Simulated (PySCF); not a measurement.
**How methods differ on the ionisation energy of Kr⁺**

Kr⁺ [Ar] 3d10 4s2 4p5 (2P) → Kr²⁺ [Ar] 3d10 4s2 4p4 (3P), as a difference of total energies. All numbers are calculated (PySCF 2.14, the spin-free X2C one-electron Hamiltonian (Gaussian nucleus), in x2c-SVPall). Correlated levels: valence: [Ar] 3d10 frozen. The calculations carry no spin-orbit coupling.

```
           method  ionisation energy (eV)
              UHF                  23.407
    MP2 (valence)                  23.991
SCS-MP2 (valence)                  23.967
   CCSD (valence)                  23.949
CCSD(T) (valence)                  23.955
```

Question: Estimate what M06-L gives.

Answer: 24.416 eV, closest to MP2 (valence) among the rows shown.

Question: Estimate what M06-2X gives.

Answer: 24.382 eV, closest to MP2 (valence) among the rows shown.

The reference lies between the lowest fine-structure levels, while these numbers refer to the centres of the terms.

Errors of the correlated levels include the incompleteness of this basis and the frozen core.

For comparison: 24.360 eV (measured; NIST Atomic Spectra Database, ionization energies).
